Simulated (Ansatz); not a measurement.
InCl3, relaxed as a singlet with RKS PBE0-D4/def2-SVP in Ansatz, starting from the GFN2-xTB geometry. Force threshold 0.02 eV/Å.

In the def2 sets In takes a core potential; there is no spin–orbit coupling.

Start:

```xyz
4

In    0.000    0.000    0.000
Cl   -2.271   -0.097   -0.327
Cl    1.270    1.490   -1.200
Cl    1.000   -1.393    1.526
```

```json
{"step": "1", "energy (eV)": "-42721.8193", "largest force component (eV/Å)": "0.384", "SCF passes": "22"}
{"step": "2", "energy (eV)": "-42721.8321", "largest force component (eV/Å)": "0.078", "SCF passes": "25"}
{"step": "3", "energy (eV)": "-42721.8327", "largest force component (eV/Å)": "0.000", "SCF passes": "27"}
```

Force components are those of the run's own axes.

End:

```xyz
4

In    0.000    0.000    0.000
Cl   -2.294   -0.098   -0.330
Cl    1.283    1.505   -1.212
Cl    1.011   -1.408    1.542
```

By distances, no bond broke or formed. The bond that changes most is In1–Cl4, from 2.30 to 2.32 Å (atoms count from 1).

No frequencies were taken in this run, so the end may be a saddle point.

Hardware: 4 threads of Arm Neoverse V1 on a shared host. Wall time 3.7 s.
